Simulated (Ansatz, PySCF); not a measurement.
Gas-phase reaction 2 R1 → P1 + P2, each structure at its B3LYP-D3(BJ)/def2-TZVP stationary point, reached from a drawn start (curvature not checked).
P1: Cl3NbO (SMILES [O]=[Nb]([Cl])([Cl])[Cl]), charge 0, multiplicity 1.
R1, Cl2NbO (SMILES [O]=[Nb]([Cl])[Cl]) (charge 0, multiplicity 2):
| atom | x (Å) | y (Å) | z (Å) |
|---|---|---|---|
| Nb | 0.0721 | -0.0003 | -0.0039 |
| O | 1.7644 | -0.0078 | -0.0220 |
| Cl | -0.9091 | 2.0914 | 0.0061 |
| Cl | -0.9274 | -2.0833 | 0.0198 |
P2, ClNbO (SMILES [O]=[Nb][Cl]) (charge 0, multiplicity 3):
| atom | x (Å) | y (Å) | z (Å) |
|---|---|---|---|
| Nb | 0.1887 | 0.0052 | -0.7062 |
| O | 1.6137 | -0.0062 | 0.2075 |
| Cl | -1.8024 | 0.0010 | 0.4986 |

P less R. No zero-point or thermal terms; singlets are restricted closed shells; open shells are unrestricted; no spin–orbit coupling. The spin states of the d-block species are the ones drawn and need not be the lowest.

Run with Ansatz (Gaussian basis) for Hartree–Fock, density functionals and correlated methods; PySCF for the D3/D4 terms. All values are computed, each at the level named. Elements past Kr take the def2 small-core potentials, without spin–orbit coupling.

One of these levels gives 6.12 kcal/mol for the reaction energy. Name it.
(A) revPBE-D3(BJ)/def2-TZVPP
(B) r2SCAN-D3(BJ)/def2-TZVPP
(C) B3LYP-D4/def2-TZVPP
(D) wB97M-V/def2-TZVPP

B, r2SCAN-D3(BJ)/def2-TZVPP. The others give 4.03 (revPBE-D3(BJ)/def2-TZVPP), 8.26 (B3LYP-D4/def2-TZVPP), 9.64 (wB97M-V/def2-TZVPP)

Ansatz is a quantum-chemistry and plane-wave program.
